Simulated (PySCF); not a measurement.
# Electron correlation in Al- (aluminium, charge -1)

[Ne] 3s2 3p2, high-spin 3P determinant. Computed with PySCF 2.14 in aug-cc-pV(5+d)Z, with the non-relativistic Hamiltonian (point nucleus). Frozen: [Ne]; 4 electrons correlated.

MP2 pair energies summed by pair of shells (mhartree):

```
 pair  energy  share (%)
3s-3p  -29.18       55.2
3s-3s  -18.56       35.1
3p-3p   -5.13        9.7
```

Total MP2 correlation energy: -52.87 mhartree.

Same-spin part -10.15 and opposite-spin part -42.73 mhartree; SCS-MP2 scales them by 1/3 and 6/5 to -54.66 mhartree.
